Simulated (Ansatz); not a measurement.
A nudged elastic band was laid between two geometries of AsGeH5 (7 atoms, charge 0, multiplicity 1).

The calculation used RHF/def2-SVP (Ansatz).

```yaml
movable_images: 7
climbing_image: yes
spring: 5.0 eV/Å²
optimiser: lbfgs
start_path: IDPP
force_threshold: 0.05 eV/Å
iteration_limit: 60
end_points: relaxed
largest_step: 0.5 Å
```

First end point:

```xyz
7
Properties=species:S:1:pos:R:3
Ge -0.397 -0.663 -0.488
As 0.697 1.437 0.124
H -0.566 -1.604 0.711
H -1.776 -0.334 -1.073
H 0.455 -1.354 -1.560
H -0.164 1.675 1.342
H 1.812 0.775 0.899
```

Last end point:

```xyz
7
Properties=species:S:1:pos:R:3
Ge -0.267 -0.779 -0.400
As 1.156 1.022 0.442
H 0.164 -2.087 0.274
H -1.753 -0.529 -0.117
H -0.052 -0.896 -1.914
H 0.308 2.132 -0.134
H 0.505 1.070 1.803
```

Task: What changes between the two ends?

Result: No bond is made or broken. The dihedral H4–Ge1–As2–H6 goes from 74 to -47°. The two ends are copies of one structure, up to a mirror image or an exchange of like atoms.

Task: What energy profile does the band end with?

Result: The forces met the threshold. The highest image is number 4 of 0 to 8, 4.3 kJ/mol above the ends, which have the same energy within 2 meV. Another band between the same ends (7 images) ends at a top of the same energy, where a vibrational analysis finds 1 clearly imaginary mode.

| image | path coordinate (Å) | energy (kJ/mol) | dihedral H4–Ge1–As2–H6 (°) |
| --- | --- | --- | --- |
| 0 | 0.00 | 0.0 | 74 |
| 1 | 0.39 | 0.6 | 59 |
| 2 | 0.77 | 2.1 | 44 |
| 3 | 1.15 | 3.6 | 29 |
| 4 | 1.54 | 4.3 | 13 |
| 5 | 1.92 | 3.7 | -2 |
| 6 | 2.31 | 2.1 | -17 |
| 7 | 2.69 | 0.6 | -32 |
| 8 | 3.07 | 0.0 | -47 |

Task: What is the geometry of the highest image?

Result: 
```xyz
7
Properties=species:S:1:pos:R:3
Ge -0.322 -0.710 -0.485
As 0.991 1.265 0.155
H -0.048 -1.870 0.480
H -1.819 -0.382 -0.477
H 0.083 -1.139 -1.901
H -0.196 2.041 0.671
H 1.373 0.726 1.512
```

The band took 13 iterations and roughly 2.9 core-minutes.

Run time: 2.9 min on 1 thread of Arm Neoverse V1, with other jobs on the host, peak memory 0.18 GiB.
